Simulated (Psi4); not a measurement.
Computed with SAPT0/jun-cc-pVDZ, frozen core in Psi4.

Psi4 input:

```
molecule {
0 1
Si -0.00000341 -0.00000079 0.00000104
H -0.10229640 0.95549367 -1.12605487
H 1.25703473 -0.77244201 -0.12091165
H -1.15380470 -0.92686875 -0.03294339
H -0.00093022 0.74381789 1.27990888
--
0 1
Cl -2.72354451 -0.64065102 -3.04640272
B -1.73545864 -2.02773003 -2.66493538
Cl -0.04072532 -2.03252847 -3.08186410
Cl -2.44112076 -3.40803940 -1.86322651
units angstrom
symmetry c1
no_reorient
no_com
}
set basis jun-cc-pvdz
set scf_type df
set freeze_core true
energy('sapt0')
```

Part of the output:

```
    SAPT Results
  --------------------------------------------------------------------------------------------------------
    Electrostatics                 -2.25539115 [mEh]      -1.41527931 [kcal/mol]      -5.92152864 [kJ/mol]
      Elst10,r                     -2.25539115 [mEh]      -1.41527931 [kcal/mol]      -5.92152864 [kJ/mol]

    Exchange                        6.36451879 [mEh]       3.99379583 [kcal/mol]      16.71004177 [kJ/mol]
      Exch10                        6.36451879 [mEh]       3.99379583 [kcal/mol]      16.71004177 [kJ/mol]
      Exch10(S^2)                   6.34002997 [mEh]       3.97842887 [kcal/mol]      16.64574641 [kJ/mol]

    Induction                      -0.88118142 [mEh]      -0.55294969 [kcal/mol]      -2.31354149 [kJ/mol]
      Ind20,r                      -2.80476209 [mEh]      -1.76001478 [kcal/mol]      -7.36390185 [kJ/mol]
      Exch-Ind20,r                  2.32496765 [mEh]       1.45893923 [kcal/mol]       6.10420173 [kJ/mol]
      delta HF,r (2)               -0.40138698 [mEh]      -0.25187413 [kcal/mol]      -1.05384137 [kJ/mol]

    Dispersion                     -3.89791963 [mEh]      -2.44598150 [kcal/mol]     -10.23398659 [kJ/mol]
      Disp20                       -4.35891494 [mEh]      -2.73526042 [kcal/mol]     -11.44432960 [kJ/mol]
      Exch-Disp20                   0.46099531 [mEh]       0.28927892 [kcal/mol]       1.21034301 [kJ/mol]
      Disp20 (SS)                  -2.17945747 [mEh]      -1.36763021 [kcal/mol]      -5.72216480 [kJ/mol]
      Disp20 (OS)                  -2.17945747 [mEh]      -1.36763021 [kcal/mol]      -5.72216480 [kJ/mol]
      Exch-Disp20 (SS)              0.25839324 [mEh]       0.16214421 [kcal/mol]       0.67841137 [kJ/mol]
      Exch-Disp20 (OS)              0.20260206 [mEh]       0.12713471 [kcal/mol]       0.53193164 [kJ/mol]

  Total HF                          3.22794623 [mEh]       2.02556684 [kcal/mol]       8.47497165 [kJ/mol]
  Total SAPT0                      -0.66997341 [mEh]      -0.42041466 [kcal/mol]      -1.75901494 [kJ/mol]
```
